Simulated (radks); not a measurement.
Results of a calculation; reference values are marked as such.
Neutral iridium inside a hard spherical wall (all orbitals vanish at R), configuration held at [Xe] 4f14 5d7 6s2 and not refilled when levels cross. Level of theory: scalar-relativistic Kohn-Sham, PBE, spin-unpolarised, spherical densities, finite nucleus; Fermi nuclear charge, rms radius 5.4032 fm (a radial shooting solver on a logarithmic mesh with Libxc functionals). Eigenvalues in eV, with the zero of energy where the potential of the charges vanishes at infinity; a dash marks a level that is unbound or too diffuse for the functional's potential to be trusted. A positive occupied level is held by the wall or, in an anion where self-interaction has pushed it up, behind a barrier. The pressure on the wall is -dE/dV.

R (bohr)  E (hartree)  kinetic (hartree)    e(4f)    e(5p)   e(5d)   e(6s)  e(6p, empty)  e(7s, empty)  pressure (GPa)
free      -17824.1026          19807.323  -62.201  -54.704  -7.151  -6.327        -1.217             -               0
20        -17824.1026          19807.323  -62.201  -54.704  -7.151  -6.327        -1.217             -        < 0.0001
15        -17824.1026          19807.323  -62.201  -54.704  -7.151  -6.327        -1.212         0.289        < 0.0001
12        -17824.1026          19807.323  -62.200  -54.703  -7.150  -6.326        -1.185         0.742        0.000210
8         -17824.1006          19807.344  -62.089  -54.593  -7.047  -6.227        -0.742         3.786          0.0993
5         -17823.9919          19808.003  -59.800  -52.406  -5.062  -3.926         3.636        20.773            14.3
3.5       -17823.1108          19811.970  -51.075  -44.669   2.370   7.071        19.917        67.429             300
3         -17821.8345          19817.130  -43.120  -38.040   9.519  19.613        37.036        109.71            1020
2.5       -17818.3923          19830.443  -28.111  -25.785  24.117  48.355        73.893        192.28            4220
2         -17807.3910          19870.621    3.193    1.636  58.952  123.66        163.38        374.80           22900
